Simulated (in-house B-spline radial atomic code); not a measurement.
A radial electron density 4πr²n(r) was computed for an atom or ion in its tabulated ground configuration with a B-spline radial code for spherical atoms; method: Dirac-Kohn-Sham LDA PW92, spherical fractional occupations. Columns: r (bohr), 4πr²n(r) (electrons per bohr), bar.

```
 0.00142    1.992 #
 0.00172    2.785 ##
 0.00209    3.893 ##
 0.00254    5.403 ###
 0.00308    7.408 #####
 0.00374    10.07 ######
 0.00454    13.52 ########
 0.00551    17.87 ###########
 0.00668    23.15 ##############
 0.00811    29.38 ##################
 0.00985    36.31 ######################
   0.012    43.56 ###########################
  0.0145    49.96 ###############################
  0.0176    55.03 ##################################
  0.0214    57.66 ###################################
  0.0259    57.36 ###################################
  0.0315    54.56 #################################
  0.0382    51.07 ###############################
  0.0463    49.49 ##############################
  0.0562    52.18 ################################
  0.0683    59.39 ####################################
  0.0829    67.77 ##########################################
   0.101    71.74 ############################################
   0.122    67.42 #########################################
   0.148    56.79 ###################################
    0.18    47.65 #############################
   0.218    47.24 #############################
   0.265    53.52 #################################
   0.321    56.16 ##################################
    0.39     47.6 #############################
   0.473    31.67 ###################
   0.574    18.69 ###########
   0.697     13.9 #########
   0.846    13.39 ########
    1.03    11.26 #######
    1.25    6.838 ####
    1.51    2.905 ##
    1.84   0.7749 
    2.23   0.1361 
     2.7   0.0149 
    3.28 0.0009081 
    3.98 2.951e-05
```

Problem. Which atom or ion is it?
A. Rh8+
B. Pd8+
C. Tc8+
D. Ru8+

Solution. A. The area under the curve, ∫4πr²n dr = ∫r·4πr²n d(ln r) on this logarithmic grid, is 37 electrons, which only this option has. The configuration is [Kr] 4d1.
